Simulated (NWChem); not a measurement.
Program: NWChem. System: H₄Ge, charge 0, spin multiplicity 1, at a geometry optimised with PBE/def2-SVP. The structure started from a generated list of species. Level: BLYP/def2-TZVP.

The NWChem input:

```
start mol
memory heap 200 mb stack 900 mb global 1100 mb
geometry units angstroms nocenter noautoz
  Ge     0.000000     0.000000    -0.000000
  H      0.000000    -1.264158     0.893926
  H      0.000000     1.264158     0.893926
  H     -1.264159     0.000000    -0.893925
  H      1.264159     0.000000    -0.893925
  symmetry group C2v
end
basis spherical
  * library def2-tzvp
end
dft
  xc becke88 lyp
  semidirect memsize 60000000 filesize 0
  iterations 100
end
task dft energy
```

NWChem printed:

```
             Northwest Computational Chemistry Package (NWChem) 7.3.0
             --------------------------------------------------------

                                NWChem Input Module
                                -------------------

 Scaling coordinates for geometry "geometry" by  1.889725989
 (inverse scale =  0.529177249)

 Turning off AUTOSYM since
 SYMMETRY directive was detected!

                             Geometry "geometry" -> ""
                             -------------------------

 Output coordinates in angstroms (scale by  1.889725989 to convert to a.u.)

  No.       Tag          Charge          X              Y              Z
 ---- ---------------- ---------- -------------- -------------- --------------
    1 Ge                  32.0000     0.00000000     0.00000000     0.00000000
    2 H                    1.0000     0.00000000    -1.26415800     0.89392600
    3 H                    1.0000     0.00000000     1.26415800     0.89392600
    4 H                    1.0000    -1.26415900     0.00000000    -0.89392500
    5 H                    1.0000     1.26415900     0.00000000    -0.89392500

 Effective nuclear repulsion energy (a.u.)      45.0038715510

            Nuclear Dipole moment (a.u.)
            ----------------------------
        X                 Y               Z
 ---------------- ---------------- ----------------
     0.0000000000     0.0000000000     0.0000037795

      Symmetry information
      --------------------

 Group name             C2v
 Group number             16
 Group order               4
 No. of unique centers     3

      Symmetry unique atoms

     1    2    4


 Summary of "ao basis" -> "" (spherical)
 ------------------------------------------------------------------------------
       Tag                 Description            Shells   Functions and Types
 ---------------- ------------------------------  ------  ---------------------
 *                         def2-tzvp                  on all atoms

                                 NWChem DFT Module
                                 -----------------
[...]
 Vector   18  Occ=2.000000D+00  E=-3.024794D-01  Symmetry=b2
              MO Center= -2.1D-15, -4.7D-11,  5.9D-01, r^2= 2.3D+00
   Bfn.  Coefficient  Atom+Function         Bfn.  Coefficient  Atom+Function
  ----- ------------  ---------------      ----- ------------  ---------------
    17      0.334475  1 Ge py                50     -0.231616  2 H  s
    56      0.231616  3 H  s                 20      0.183890  1 Ge py
    11     -0.167266  1 Ge py                51     -0.149362  2 H  s
    57      0.149362  3 H  s                 49     -0.145781  2 H  s
    55      0.145781  3 H  s                 23     -0.080364  1 Ge d -1

 Vector   19  Occ=0.000000D+00  E= 9.146760D-04  Symmetry=a1
              MO Center= -8.8D-16, -8.3D-16, -2.7D-06, r^2= 5.4D+00
   Bfn.  Coefficient  Atom+Function         Bfn.  Coefficient  Atom+Function
  ----- ------------  ---------------      ----- ------------  ---------------
     6      2.024610  1 Ge s                 51     -0.865042  2 H  s
    57     -0.865042  3 H  s                 63     -0.865047  4 H  s
    69     -0.865047  5 H  s                  5      0.486266  1 Ge s
     4     -0.225713  1 Ge s                  3     -0.189372  1 Ge s
     2      0.076387  1 Ge s                 49     -0.065601  2 H  s

 Vector   20  Occ=0.000000D+00  E= 2.267795D-02  Symmetry=b2
              MO Center=  4.1D-16, -2.2D-11, -6.3D-02, r^2= 4.2D+00
   Bfn.  Coefficient  Atom+Function         Bfn.  Coefficient  Atom+Function
  ----- ------------  ---------------      ----- ------------  ---------------
    20      1.450763  1 Ge py                51      1.083587  2 H  s
    57     -1.083587  3 H  s                 17      0.261592  1 Ge py
    50      0.141080  2 H  s                 56     -0.141080  3 H  s
    11     -0.132861  1 Ge py                23      0.112728  1 Ge d -1
    49      0.082275  2 H  s                 55     -0.082275  3 H  s

 Vector   21  Occ=0.000000D+00  E= 2.267807D-02  Symmetry=b1
              MO Center= -2.0D-11,  6.3D-16,  6.3D-02, r^2= 4.2D+00
   Bfn.  Coefficient  Atom+Function         Bfn.  Coefficient  Atom+Function
  ----- ------------  ---------------      ----- ------------  ---------------
    19      1.450763  1 Ge px                63      1.083587  4 H  s
    69     -1.083587  5 H  s                 16      0.261592  1 Ge px
    62      0.141079  4 H  s                 68     -0.141079  5 H  s
    10     -0.132861  1 Ge px                25      0.112728  1 Ge d  1
    61      0.082275  4 H  s                 67     -0.082275  5 H  s

 center of mass
 --------------
 x =   0.00000000 y =   0.00000000 z =   0.00000005

 moments of inertia (a.u.)
 ------------------
          23.007025382596           0.000000000000           0.000000000000
           0.000000000000          23.007043581461           0.000000000000
           0.000000000000           0.000000000000          23.006250719037

     Multipole analysis of the density
     ---------------------------------

     L   x y z        total         alpha         beta         nuclear
     -   - - -        -----         -----         ----         -------
     0   0 0 0      0.000000    -18.000000    -18.000000     36.000000

     1   1 0 0      0.000000      0.000000      0.000000      0.000000
     1   0 1 0     -0.000000     -0.000000     -0.000000      0.000000
     1   0 0 1     -0.000001     -0.000002     -0.000002      0.000004

     2   2 0 0    -15.664523    -13.539172    -13.539172     11.413821
     2   1 1 0      0.000000      0.000000      0.000000      0.000000
     2   1 0 1     -0.000000     -0.000000     -0.000000      0.000000
     2   0 2 0    -15.664524    -13.539164    -13.539164     11.413803
     2   0 1 1     -0.000000     -0.000000     -0.000000      0.000000
     2   0 0 2    -15.664517    -13.539553    -13.539553     11.414590

 Task  times  cpu:        3.6s     wall:        3.6s

 Total times  cpu:        3.7s     wall:        3.7s
```
